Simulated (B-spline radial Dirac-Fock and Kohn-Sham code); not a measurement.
K-line shifts caused by a second vacancy in Tm⁺

System: Tm⁺, configuration 1s2 2s2 2p6 3s2 3p6 3d10 4s2 4p6 4d10 4f13 5s2 5p6 6s1, inside a Watson sphere of charge -1 and radius 1.8 Å (a model of the Madelung potential; inside it an electron's potential energy is raised by 8.0 eV).

These are calculated numbers from a radial atomic solver; the model is Dirac-Fock ΔSCF + Breit + QED. Each two-hole energy is an average over J within one jj subconfiguration, not an observable level; in light atoms, where LS coupling holds, the j-resolved values are not observed lines, and for a K spectator the Kα1 hypersatellite is nearly forbidden. Correlation energy is missing from these numbers.

Lines without a spectator: Kα2 (K-L2) 49769.5 eV, Kα1 (K-L3) 50738.6 eV, Kβ3 (K-M2) 57294.9 eV, Kβ1 (K-M3) 57502.5 eV. Shifts in eV with one spectator hole (a dash: not computed, or left out as unreliable):

| spectator hole | Kα2 | Kα1 | Kβ3 | Kβ1 |
| --- | --- | --- | --- | --- |
| K (1s) | +885.4 | +942.7 | +1143.4 | +1156.6 |
| L2 (2p1/2) | +110.0 | +145.8 | – | +284.4 |
| L3 (2p3/2) | +88.5 | +95.0 | +223.1 | – |
| M2 (3p1/2) | – | +22.33 | +44.7 | +52.8 |
| M3 (3p3/2) | +13.19 | – | +39.7 | +39.9 |
| M4 (3d3/2) | +4.49 | +1.11 | – | – |
| M5 (3d5/2) | -0.50 | +3.11 | – | – |
